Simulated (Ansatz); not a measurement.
Calculated with Ansatz (gas phase, PBE0-D4/def2-TZVP geometries, no zero-point term in ΔE). CCSD(T)/CBS adds triple-zeta CCSD(T) − MP2 to the extrapolated MP2 energy (def2 sets, frozen cores). Functionals use def2-TZVPP. B3LYP here is the variant with VWN-RPA as its local correlation; programs differ in this. Each species was taken in one conformer, which may not be the lowest.

Reaction (substitution at a C–C bond): `CCCC#CCCCC` + `O[SiH3]` → `CCCO[SiH3]` + `C#CCCCC`

```json
{"level": "PBE0-D4", "ΔE (kJ/mol)": "66.0", "difference from CCSD(T)/CBS": "3.8"}
{"level": "B3LYP-D4", "ΔE (kJ/mol)": "58.3", "difference from CCSD(T)/CBS": "-3.9"}
{"level": "ωB97X-V", "ΔE (kJ/mol)": "58.3", "difference from CCSD(T)/CBS": "-3.9"}
{"level": "ωB97M-V", "ΔE (kJ/mol)": "59.9", "difference from CCSD(T)/CBS": "-2.3"}
{"level": "B2PLYP", "ΔE (kJ/mol)": "58.8", "difference from CCSD(T)/CBS": "-3.4"}
{"level": "PBE", "ΔE (kJ/mol)": "62.1", "difference from CCSD(T)/CBS": "-0.1"}
{"level": "r2SCAN", "ΔE (kJ/mol)": "60.7", "difference from CCSD(T)/CBS": "-1.5"}
{"level": "PBE0", "ΔE (kJ/mol)": "63.4", "difference from CCSD(T)/CBS": "1.2"}
{"level": "B3LYP", "ΔE (kJ/mol)": "55.0", "difference from CCSD(T)/CBS": "-7.2"}
{"level": "HF/def2-TZVPP", "ΔE (kJ/mol)": "49.1", "difference from CCSD(T)/CBS": "-13.1"}
{"level": "CCSD(T)/def2-TZVPP", "ΔE (kJ/mol)": "60.8", "difference from CCSD(T)/CBS": "-1.4"}
{"level": "HF/def2-QZVPP", "ΔE (kJ/mol)": "48.6", "difference from CCSD(T)/CBS": "-13.6"}
{"level": "MP2/def2-QZVPP", "ΔE (kJ/mol)": "70.8", "difference from CCSD(T)/CBS": "8.6"}
{"level": "HF/CBS(def2)", "ΔE (kJ/mol)": "48.6", "difference from CCSD(T)/CBS": "-13.6"}
{"level": "MP2/CBS(def2)", "ΔE (kJ/mol)": "71.6", "difference from CCSD(T)/CBS": "9.4"}
{"level": "CCSD/CBS(def2)", "ΔE (kJ/mol)": "60.9", "difference from CCSD(T)/CBS": "-1.3"}
{"level": "CCSD(T)/CBS", "ΔE (kJ/mol)": "62.2", "difference from CCSD(T)/CBS": "0"}
```

Largest T1 diagnostic among the species: 0.011.

In def2-TZVPP, CCSD(T) changes the Hartree–Fock value by +11.8 kJ/mol (the triples alone add +1.3 kJ/mol) and MP2 by +21.1 kJ/mol. The D4 term adds +3.3 kJ/mol with B3LYP and +2.5 kJ/mol with PBE0; it sums over pairs of atoms, weighted by their polarisabilities, and B3LYP, whose exchange is more repulsive, gets the larger term.
